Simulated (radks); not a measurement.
Task: Spherical quantum dot in the effective-mass picture: electrons in a parabolic well V = omega^2 r^2 / 2 with omega = 0.805, all in effective atomic units (hartree* = m*/eps^2 hartree, bohr* = eps/m* bohr), one dielectric constant everywhere. Calculated with a radial shooting solver with Libxc functionals: non-relativistic Kohn-Sham, r2SCAN, spin-polarised, spherical densities, generalised Kohn-Sham scheme. Levels are named by radial order and angular momentum (1s, 1p, 1d, 2s, ...), and open shells are averaged over m. Results are scaled to m* = 0.054 and eps = 7.9, for which hartree* = 23.54 meV and bohr* = 7.742 nm. At N = 8 the configuration is 1s2 1p6. Does electron 9 go into 2s up or 1d up?

Result: Into 1d up. The total energies of the other choices lie higher by 2.83 meV (2s up).
